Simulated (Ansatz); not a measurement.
One change: `CB(F)[SiH2]O` becomes `CB(F)CCl`.

Ansatz, PBE0-D4/def2-TZVP geometries, multiplicity 1. Each molecule was computed in one conformer, which needn't be the lowest.

```csv
property,`CB(F)[SiH2]O`
size of the dipole moment (B3LYP/def2-TZVPP) / D,2.13
LUMO energy (B3LYP/def2-TZVPP) / eV,-1.40
LUMO energy (ωB97M-V/def2-TZVPP) / eV,0.82
HOMO–LUMO gap (PBE0/def2-TZVPP) / eV,6.35
HOMO–LUMO gap (B3LYP/def2-TZVPP) / eV,5.97
size of the dipole moment (ωB97M-V/def2-TZVPP) / D,2.14
```

Question: What does the change do to each property? (Best estimate.)

Answer: The calculation gave: 
| property | `CB(F)CCl` | shift |
| --- | --- | --- |
| size of the dipole moment (B3LYP/def2-TZVPP) / D | 1.97 | -0.16 |
| LUMO energy (B3LYP/def2-TZVPP) / eV | -1.03 | 0.37 |
| LUMO energy (ωB97M-V/def2-TZVPP) / eV | 1.24 | 0.42 |
| HOMO–LUMO gap (PBE0/def2-TZVPP) / eV | 7.50 | 1.15 |
| HOMO–LUMO gap (B3LYP/def2-TZVPP) / eV | 7.02 | 1.05 |
| size of the dipole moment (ωB97M-V/def2-TZVPP) / D | 1.98 | -0.16 |

With PBE0 the HOMO falls by 0.74 eV and the LUMO rises by 0.41 eV, so the gap widens by about 1.15 eV. PBE moves the HOMO by -0.67 eV and ωB97M-V by -0.84 eV. Dipoles are sizes alone; their direction can turn.

B3LYP here is the variant with VWN-RPA as its local correlation; programs differ in this.
